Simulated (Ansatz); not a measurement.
Si8NH17, a cluster cut from the lattice of silicon (1 of the caps NH2), relaxed as a singlet with RKS PBE-D4/def2-SVP in Ansatz, starting from the GFN2-xTB geometry. Force threshold 0.03 eV/Å.

Start:

```xyz
26

Si   -2.300   -1.509    0.354
Si    1.022    1.288    1.329
Si   -1.001    1.347   -2.063
Si    1.530   -2.093   -0.552
Si   -2.770    0.057   -1.295
Si    0.229    2.522   -0.486
Si   -0.538   -2.984    0.016
Si    2.451   -0.477    0.835
N     1.811    2.224    2.556
H    -3.524   -2.254    0.689
H    -2.031   -0.770    1.600
H     2.725    2.603    2.366
H     1.271    2.907    3.064
H    -0.147    0.792    2.085
H    -1.446    2.249   -3.136
H    -0.062    0.447   -2.759
H     1.392   -1.505   -1.897
H     2.491   -3.183   -0.779
H    -3.829    0.970   -0.831
H    -3.412   -0.638   -2.422
H    -0.559    3.684   -0.029
H     1.384    3.178   -1.130
H    -0.364   -3.822    1.214
H    -0.968   -3.965   -0.996
H     2.967   -1.128    2.050
H     3.677    0.061    0.215
```

| step | energy (eV) | largest force component (eV/Å) | SCF passes |
| --- | --- | --- | --- |
| 1 | -64733.4339 | 0.602 | 21 |
| 2 | -64733.7694 | 0.493 | 17 |
| 3 | -64733.8576 | 0.141 | 19 |
| 4 | -64733.8695 | 0.196 | 18 |
| 5 | -64733.8746 | 0.046 | 19 |
| 6 | -64733.8761 | 0.038 | 19 |
| 7 | -64733.8766 | 0.036 | 20 |
| 8 | -64733.8770 | 0.034 | 20 |
| 9 | -64733.8775 | 0.043 | 20 |
| 10 (rejected) | -64733.8775 | 0.038 | 19 |
| 11 | -64733.8779 | 0.025 | 20 |

Force components are those of the run's own axes.

End:

```xyz
26

Si   -2.249   -1.428    0.438
Si    0.981    1.283    1.491
Si   -0.948    1.258   -2.133
Si    1.505   -2.019   -0.684
Si   -2.780    0.000   -1.357
Si    0.171    2.431   -0.422
Si   -0.552   -2.982   -0.061
Si    2.361   -0.545    0.938
N     1.948    2.317    2.541
H    -3.488   -2.196    0.831
H    -1.830   -0.599    1.624
H     2.825    2.675    2.149
H     1.458    3.086    3.011
H    -0.198    0.819    2.304
H    -1.458    2.254   -3.147
H     0.014    0.342   -2.843
H     1.355   -1.299   -1.998
H     2.501   -3.136   -0.885
H    -3.860    0.951   -0.902
H    -3.340   -0.828   -2.487
H    -0.759    3.523    0.056
H     1.357    3.126   -1.053
H    -0.316   -3.842    1.156
H    -1.033   -3.880   -1.175
H     2.670   -1.329    2.189
H     3.665    0.018    0.420
```

By distances, no bond broke or formed. The bond that changes most is Si2–Si6, from 2.33 to 2.37 Å (atoms count from 1).

No frequencies were taken in this run, so the end may be a saddle point.

Hardware: 4 threads of Intel Xeon Platinum 8375C on a shared host. Wall time 32 s.
